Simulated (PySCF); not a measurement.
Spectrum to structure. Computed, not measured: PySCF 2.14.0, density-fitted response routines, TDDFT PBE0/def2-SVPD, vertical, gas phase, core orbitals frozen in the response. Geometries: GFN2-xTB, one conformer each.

```csv
state,E (eV),f,"main configurations (H = HOMO, L = LUMO)"
S1,4.89,0.085,H→L (88%)
S2,5.30,0.0017,"H-2→L (78%), H-2→L+1 (13%)"
S3,5.54,0.0005,"H-1→L (68%), H→L+1 (29%)"
S4,5.75,0.038,"H→L+2 (62%), H→L+1 (22%), H-1→L (9%)"
S5,5.87,0.178,"H→L+1 (35%), H→L+2 (34%), H-1→L (15%)"
S6,6.61,0.0022,"H-1→L+1 (52%), H-2→L+1 (14%), H-3→L (12%)"
```

Triplets computed (Tamm–Dancoff): 3.51, 4.08 eV.

Orbital energies (eV): HOMO-3 -8.92, HOMO-2 -7.81, HOMO-1 -7.36, HOMO -6.46, LUMO -0.66, LUMO+1 0.27, LUMO+2 0.47.

Task: Which structure fits? All have the formula C7H7NO.
A. `C=Cc1cnccc1O`
B. `O=CNC1=C[C@@H]2C=C[C@H]12`
C. `CC(=O)c1cccnc1`

Result: B. Its S1, at 4.89 eV, is the highest among the candidates; the nearest of the others has S1 at 4.63 eV. S1 is HOMO→LUMO (88%). Löwdin shares by element: HOMO carbon 57% or more, nitrogen 15% (atoms not listed hold the other 29%); LUMO carbon 46% or more, oxygen 13% (atoms not listed hold the other 41%). At the same level the other candidates give, for their lowest levels:
- `CC(=O)c1cccnc1`: 3.73 eV (f 0.000); 4.33 eV (f 0.000); 4.88 eV (f 0.003); 5.22 eV (f 0.095); 5.59 eV (f 0.000); T1 3.26 eV; HOMO -7.50, LUMO -2.03 eV
- `C=Cc1cnccc1O`: 4.63 eV (f 0.002); 4.92 eV (f 0.121); 5.23 eV (f 0.022); 5.29 eV (f 0.176); 5.95 eV (f 0.115); T1 3.42 eV; HOMO -7.03, LUMO -1.32 eV

Conformer computed: `[O:1]=[CH:2][NH:3][C:4]1=[CH:5][C@@H:6]2[CH:7]=[CH:8][C@H:9]12`: O1–C2–N3–C4 0°, C2–N3–C4–C5 -178°.
